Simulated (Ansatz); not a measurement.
One change: `[F][Hf]([Cl])([Cl])[Cl]` becomes `C[N](C)[Hf]([F])([Cl])[Cl]`.

Ansatz, PBE0-D4/def2-TZVP geometries, multiplicity 1. Each molecule was computed in one conformer, which needn't be the lowest.

Elements past krypton have def2 core potentials.

```tsv
property	`[F][Hf]([Cl])([Cl])[Cl]`
LUMO energy (PBE0/def2-TZVPP) / eV	-1.88
HOMO energy (B3LYP/def2-TZVPP) / eV	-9.40
LUMO energy (PBE/def2-TZVPP) / eV	-2.69
HOMO energy (PBE/def2-TZVPP) / eV	-8.29
HOMO–LUMO gap (PBE0/def2-TZVPP) / eV	7.83
LUMO energy (B3LYP/def2-TZVPP) / eV	-2.07
```

(1) Give the same properties after the change, and the shifts. (An estimate is asked.)

Results:

(1) Computed: 
| property | `C[N](C)[Hf]([F])([Cl])[Cl]` | shift |
| --- | --- | --- |
| LUMO energy (PBE0/def2-TZVPP) / eV | -1.05 | 0.83 |
| HOMO energy (B3LYP/def2-TZVPP) / eV | -7.04 | 2.36 |
| LUMO energy (PBE/def2-TZVPP) / eV | -1.94 | 0.75 |
| HOMO energy (PBE/def2-TZVPP) / eV | -5.99 | 2.30 |
| HOMO–LUMO gap (PBE0/def2-TZVPP) / eV | 6.20 | -1.63 |
| LUMO energy (B3LYP/def2-TZVPP) / eV | -1.27 | 0.80 |

With PBE0 the HOMO rises by 2.45 eV and the LUMO rises by 0.83 eV, so the gap narrows by about 1.62 eV. PBE moves the HOMO by 2.30 eV and ωB97M-V by 2.43 eV. The zero-point energy changes by 210.8 kJ/mol with +24 modes.

B3LYP here is the variant with VWN-RPA as its local correlation; programs differ in this.
